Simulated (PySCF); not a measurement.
Molfile (atoms numbered from 1):
```
C10H16
     RDKit          3D

 26 26  0  0  0  0  0  0  0  0999 V2000
   -2.9697   -0.8492   -0.1728 C   0  0  0  0  0  0  0  0  0  0  0  0
   -2.1278    0.1792   -0.0156 C   0  0  0  0  0  0  0  0  0  0  0  0
   -2.6321    1.5732    0.2197 C   0  0  0  0  0  0  0  0  0  0  0  0
   -0.6323   -0.0307   -0.0719 C   0  0  2  0  0  0  0  0  0  0  0  0
    0.0434    0.1718    1.2887 C   0  0  0  0  0  0  0  0  0  0  0  0
    1.5389    0.1406    1.1946 C   0  0  0  0  0  0  0  0  0  0  0  0
    2.2280    0.2468    0.0488 C   0  0  0  0  0  0  0  0  0  0  0  0
    3.7222    0.1700   -0.0008 C   0  0  0  0  0  0  0  0  0  0  0  0
    1.5258    0.4416   -1.2691 C   0  0  0  0  0  0  0  0  0  0  0  0
    0.0660    0.8450   -1.1150 C   0  0  0  0  0  0  0  0  0  0  0  0
   -4.0537   -0.7101   -0.1279 H   0  0  0  0  0  0  0  0  0  0  0  0
   -2.6014   -1.8640   -0.3511 H   0  0  0  0  0  0  0  0  0  0  0  0
   -3.7291    1.5973    0.2770 H   0  0  0  0  0  0  0  0  0  0  0  0
   -2.3194    2.2531   -0.5897 H   0  0  0  0  0  0  0  0  0  0  0  0
   -2.2334    1.9966    1.1561 H   0  0  0  0  0  0  0  0  0  0  0  0
   -0.4617   -1.0825   -0.3623 H   0  0  0  0  0  0  0  0  0  0  0  0
   -0.3056   -0.6045    1.9906 H   0  0  0  0  0  0  0  0  0  0  0  0
   -0.2769    1.1321    1.7356 H   0  0  0  0  0  0  0  0  0  0  0  0
    2.0927    0.0151    2.1323 H   0  0  0  0  0  0  0  0  0  0  0  0
    4.0526   -0.6326   -0.6829 H   0  0  0  0  0  0  0  0  0  0  0  0
    4.1548    1.1073   -0.3914 H   0  0  0  0  0  0  0  0  0  0  0  0
    4.1572   -0.0229    0.9902 H   0  0  0  0  0  0  0  0  0  0  0  0
    1.6053   -0.4935   -1.8563 H   0  0  0  0  0  0  0  0  0  0  0  0
    2.0692    1.1988   -1.8613 H   0  0  0  0  0  0  0  0  0  0  0  0
   -0.4568    0.7755   -2.0824 H   0  0  0  0  0  0  0  0  0  0  0  0
    0.0142    1.9015   -0.7991 H   0  0  0  0  0  0  0  0  0  0  0  0
  1  2  2  0
  2  3  1  0
  2  4  1  0
  4  5  1  0
  5  6  1  0
  6  7  2  0
  7  8  1  0
  7  9  1  0
  9 10  1  0
 10  4  1  0
  1 11  1  0
  1 12  1  0
  3 13  1  0
  3 14  1  0
  3 15  1  0
  4 16  1  6
  5 17  1  0
  5 18  1  0
  6 19  1  0
  8 20  1  0
  8 21  1  0
  8 22  1  0
  9 23  1  0
  9 24  1  0
 10 25  1  0
 10 26  1  0
M  END
```

[PySCF 2.14.0 with density-fitted response routines: σ from GIAO-KT2/pcSseg-1; geometry: PBE0-D3(BJ)/def2-SVP; one averaged value for each set of equivalent atoms; a single conformation; relativity neglected; in vacuum]

Shifts are taken against calculated references (same method and geometry level): ¹³C (σref 183.22) and ¹H (σref 31.18) against TMS.

| atoms | nucleus | count | δ (ppm) |
| --- | --- | --- | --- |
| H17 | ¹H | 1 | 1.88 |
| H24 | ¹H | 1 | 1.91 |
| H26 | ¹H | 1 | 1.54 |
| C4 | ¹³C | 1 | ? |
| C3 | ¹³C | 1 | 18.8 |
| C6 | ¹³C | 1 | 121.3 |
| H20/H21/H22 | ¹H | 3 | 1.72 |
| C1 | ¹³C | 1 | 108.7 |
| H11 | ¹H | 1 | ? |
| C9 | ¹³C | 1 | ? |
| H25 | ¹H | 1 | 1.49 |
| C5 | ¹³C | 1 | 35.2 |
| H19 | ¹H | 1 | ? |
| H18 | ¹H | 1 | ? |
| C8 | ¹³C | 1 | 26.4 |
| H23 | ¹H | 1 | 2.17 |
| H13/H14/H15 | ¹H | 3 | 1.71 |
| H12 | ¹H | 1 | 4.96 |
| C7 | ¹³C | 1 | ? |
| C2 | ¹³C | 1 | 149.5 |
| H16 | ¹H | 1 | ? |
| C10 | ¹³C | 1 | 31.7 |

Problem. Estimate the values marked ?.

Solution. 
- C7: 132.5 ppm, fully substituted alkene carbon; the olefinic region
- C4: 47.7 ppm, allylic sp3 CH; a saturated carbon with 3 carbon neighbours and no heteroatom attached
- C9: 34.3 ppm, allylic sp3 CH2; a saturated carbon with 2 carbon neighbours and no heteroatom attached
- H19: 5.59 ppm, hydrogen on an alkene CH; a vinylic proton, deshielded by the sp2 carbon and the C=C anisotropy
- H11: 4.80 ppm, hydrogen on a terminal =CH2 carbon; attached to an sp2 carbon and in the plane of the double bond
- H18: 2.34 ppm, hydrogen on an allylic sp3 CH2; allylic position
- H16: 2.07 ppm, hydrogen on an allylic sp3 CH; allylic position

Shifts are as computed. Against solution values, carbons near 30 ppm lie about +2 ppm off and those near 130 ppm about -5 ppm. Of 1211 compounds with measured shifts, 218 miss one by over three times the rms of a fit or turn the order of signals round; such compounds aren't used in these exercises.
